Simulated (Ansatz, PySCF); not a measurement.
# Nd(BH4)3 in two programs

Nd(BH4)3 (singlet in the valence; each metal's 4f electrons, 3 of them, lie in its core potential, out of spins and levels), relaxed with PySCF 2.14.0, RKS TPSS, Nd lcecp-1-SVP with ECP49, B def2-SVP, H def2-SVP; non-relativistic Hamiltonian with scalar-relativistic core potentials where named; density fitting; no spin-orbit coupling:

```xyz
16

Nd    0.0000    0.0000    0.0000
B     2.5324    0.0120    0.0000
H     3.7367   -0.0093    0.0000
H     2.0198   -0.5741    0.9941
H     2.0198   -0.5741   -0.9941
H     2.0451    1.1652    0.0000
B    -1.2766    2.1871    0.0000
H    -1.8603    3.2407    0.0000
H    -0.5127    2.0363    0.9941
H    -0.5127    2.0363   -0.9941
H    -2.0316    1.1885    0.0000
B    -1.2558   -2.1991    0.0000
H    -1.8764   -3.2315    0.0000
H    -1.5071   -1.4621    0.9941
H    -1.5071   -1.4621   -0.9941
H    -0.0135   -2.3537    0.0000
```

There the HOMO–LUMO gap is 4.93 eV. The 4f levels lie in the core potential and are missing.

The same geometry by Ansatz 0.2.0 (PBE, PAW with the 4f shell of lanthanides and the 5f shell of actinides in the valence, a periodic box with 9 Å of vacuum; gaps over both spins; site moments in spheres, but by Gaussian weights under spin-orbit coupling, so that the two can't be compared; unpaired electrons at the start: 3, along z under spin-orbit coupling; the open shells may stand above their lowest state):

| spin-orbit coupling | U on f (eV) | gap (eV) | spin moment on Nd1 (μB) | orbital moment of its f shell (μB) | largest force component (eV/Å) |
| --- | --- | --- | --- | --- | --- |
| without | 0 | 0.88 | 2.90 | – | 0.16 |

Question: What does the run with spin-orbit coupling and with U = 0 eV give?

Answer: gap (eV): 0.66, spin moment on Nd1 (μB): 2.71, orbital moment of its f shell (μB): 0.80, largest force component (eV/Å): 0.16. It took 2.2 min on 4 threads of Intel(R) Xeon(R) Platinum 8259CL CPU @ 2.50GHz (Skylake/Cascade Lake), on a shared host, peak memory 4.3 GiB.

Semilocal functionals tend to give orbital moments well under those of Hund's rules.

Without U the plane-wave gap ends on 4f levels, which the Gaussian run lacks; U moves filled and empty 4f levels apart, though the lowest empty ones can remain 4f.

The spin-orbit runs use fully relativistic datasets of their own, so changes of a few hundredths of an eV needn't come from the coupling.

No frequency check is given that shows the relaxed geometry to be a minimum. An lcecp potential fixes the number of 4f electrons, so in runs with it no electron can move into or out of that shell.
